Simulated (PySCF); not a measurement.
Correlation energy of B³⁺ (boron, charge +3)

Starting occupation: 1s2. Calculation: PySCF 2.14, in an uncontracted even-tempered set (17 s from 0.054 bohr⁻², ratio 2.6; 10 p from 0.071 bohr⁻², ratio 2.6; 7 d from 0.073 bohr⁻², ratio 2.8; 3 f from 6 bohr⁻², ratio 2.8); X2C-1e with screened-nucleus spin-orbit coupling, Gaussian nucleus. Frozen: nothing; 2 electrons correlated; the 28 highest virtual spinors left out.

Total MP2 correlation energy: -41.54 mhartree.

With two correlated electrons CCSD is exact within the correlated space (frozen core and kept virtual orbitals).

The virtual space was cut to 52 spinors, which keep -39.14 of the -41.54 mhartree of MP2 correlation.

```tsv
level	correlation energy (mhartree)
CCSD	-41.81
```

Diagnostics: T1 = 0.00011, largest double amplitude 0.015.

Task: Is a single reference adequate?

Result: Yes: T1 lies below 0.03 and no double amplitude reaches 0.07.

The coupled-cluster values are those of the cut space; adding the MP2 remainder, -2.40 mhartree, estimates the full space.
